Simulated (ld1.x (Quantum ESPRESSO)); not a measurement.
chlorine (Cl), TM: configuration errors across variants

```
Element                 : chlorine (Cl)
Generator               : ld1.x (Quantum ESPRESSO) 7.5
Type                    : norm-conserving Troullier–Martins (Kleinman–Bylander form)
Functional              : LDA (PZ)
Relativity              : scalar-relativistic
Frozen core             : [Ne]
Valence charge          : 7
Reference configuration : 3s2 3p3.5 (charge +1.5)
Partial waves           : 3p (bound): rc 1.25 bohr; 3s (bound): rc 1.30 bohr
Local potential         : the s channel
Core correction         : Bessel-smoothed model core inside 1.15 bohr
```

All-electron excitation energies from the reference (eV): (1) 3s2 3p5 -25.203; (2) 3s2 3p4 -11.232; (3) 3s2 3p3 14.296; (4) 3s1 3p6 -13.155; (5) 3s2 3p4.5 -19.569; (6) 3s2 3p2 52.691; (7) 3s1 3p5 1.362; (8) 3s2 3p3.5 spin -1.503; (9) 3s2 3p5 spin -25.389.

Spin tests fill each open shell by Hund’s rule, majority spin first.

5 further variants failed, have other tests or another functional or relativity, and are left out.

Errors AE − PS in meV (a dash: test not solved or not reliable):

```csv
change,(1),(2),(3),(4),(5),(6),(7),(8),(9),bound ghosts
base,+15,+3.1,+2.1,+13,+8.9,+35,+3.0,+42,+20,none
core correction Bessel-smoothed model core inside 1.28 bohr,+16,+3.2,+2.3,+13,+9.2,+38,+3.0,+67,+23,none
wave 3s (bound): rc 1.30 bohr becomes 3s (bound): rc 0.82 bohr,+30,+5.6,+5.6,+12,+17,+79,-4.3,+49,+36,none
wave 3p (bound): rc 1.25 bohr becomes 3p (bound): rc 1.30 bohr,+15,+3.2,+2.1,+13,+9.0,+36,+2.9,+44,+21,none
local potential all-electron potential smoothed inside 0.95 bohr (lloc = -1),+23,+4.4,+3.9,+16,+13,+57,+3.1,+43,+28,none
wave 3s (bound): rc 1.30 bohr becomes 3s (bound): rc 2.02 bohr,+54,+8.7,+8.7,+43,+29,+103,-7.5,+58,+60,none
local potential the p channel,+15,+3.1,+2.0,+13,+8.7,+34,+3.0,+42,+20,none
```

**Question.** Give the same row for: all radii but the core radius scaled by about 1.08 (s 1.40, p 1.36 bohr).

**Answer.** +17, +3.4, +2.4, +14, +9.7, +39, +2.6, +46, +22; bound ghosts: none.
